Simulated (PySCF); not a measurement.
## NMR problem set

- GIAO PBE0/pcSseg-1 shieldings
- coordinates at the GFN2-xTB level
- code: PySCF 2.14.0 with density-fitted response routines
- relativity neglected, single conformer, no solvent model, rapidly exchanging positions averaged

Scale: 1H, 13C vs TMS (reference shieldings calculated alike). Where no couplings were computed, multiplicities follow the n + 1 count of equivalent neighbours, and m marks all less simple cases (inequivalent or close neighbours, rings, F or P nearby). Shifts are as computed. Against solution values, carbons near 30 ppm lie about +3 ppm off and those near 130 ppm about +5 ppm. Of 1211 compounds with measured shifts, 218 miss one by over three times the rms of a fit or turn the order of signals round; such compounds aren't used in these exercises.

Question: C$_{8}$H$_{6}$N$_{4}$. 1H NMR (400 MHz, computed): δ 8.66 (s, 1H), 8.32 (d, 1H), 7.95 (d, 1H), 4.67 (s, 3H). 13C{1H} NMR (computed): δ 150.2, 149.9, 134.5, 132.3, 125.5, 124.9, 114.3, 43.6. What is it?

Answer: `Cn1nc2ccc(C#N)cc2n1`. Rings plus π bonds: 8 (2 rings in the answer). 8 carbon signals for 8 carbons: no two carbons are equivalent. Carbon types of the structure: 4 × C, 3 × CH, 1 × CH3, which accounts for all hydrogens. δC 150.2, 149.9: ring-fusion aromatic carbon. δC 134.5, 132.3, 125.5: aromatic CH. δC 124.9: nitrile carbon; typical of a nitrile. δH 8.66, 8.32, 7.95: hydrogen on an aromatic CH; the ring current deshields protons in the ring plane.

The data come from this structure; uniqueness wasn't tested.

Question: C$_{6}$H$_{11}$NSi. 1H NMR (400 MHz, computed): δ 8.40 (s, 1H), 6.46 (m, 1H), 6.42 (m, 1H), 4.05 (s, 3H), 2.97 (m, 1H), 1.12 (m, 2H), 1.09 (m, 2H). 13C{1H} NMR (computed): δ 167.6, 154.9, 141.4, 43.3, 14.3. Give a structure.

Answer: SMILES C=C([SiH3])/C=N/C1CC1. The formula gives 3 degrees of unsaturation (1 ring in the answer). 5 carbon signals for 6 carbons: some carbons are equivalent by symmetry or fast rotation. Carbon types of the structure: 1 × C, 2 × CH, 3 × CH2, leaving 3 H on heteroatoms. δC 167.6: C=N carbon. δC 154.9: fully substituted alkene carbon; as expected for a trigonal carbon in a double bond. δC 141.4: terminal =CH2 carbon; the olefinic region. δH 6.46, 6.42: hydrogen on a terminal =CH2 carbon; attached to an sp2 carbon and in the plane of the double bond.

The shifts were computed for this structure.
